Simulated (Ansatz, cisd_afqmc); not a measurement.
System: S, charge 0, triplet.

Total energies in def2-QZVPPD, 6 correlated electrons, 5 frozen orbitals. UHF or UKS for unpaired electrons; spin-orbit terms are left out. Correlated methods leave the cores frozen. No relativity. AFQMC/CISD: phaseless, guided by CISD from CCSD amplitudes; bars are statistical, one sigma. Outlying blocks are dropped, and bars are widened where a walk drifts. Over all cases where full CI ran beside it in this data, AFQMC minus full CI had a median of +0.1 mEh and passed +0.4 mEh in a tenth of the cases.

```csv
method,program,energy (Eh),minus CCSDT(Q) (mEh)
HF,Ansatz,-397.51303,156.78
MP2,Ansatz,-397.64129,28.52
CCSD,Ansatz,-397.66291,6.90
CCSD(T),Ansatz,-397.66879,1.02
CCSDT(Q),Ansatz,-397.66981,0.00
AFQMC/CISD,cisd_afqmc,-397.6695 ± 0.0002,0.3 ± 0.2
```

Ansatz is an electronic-structure program.
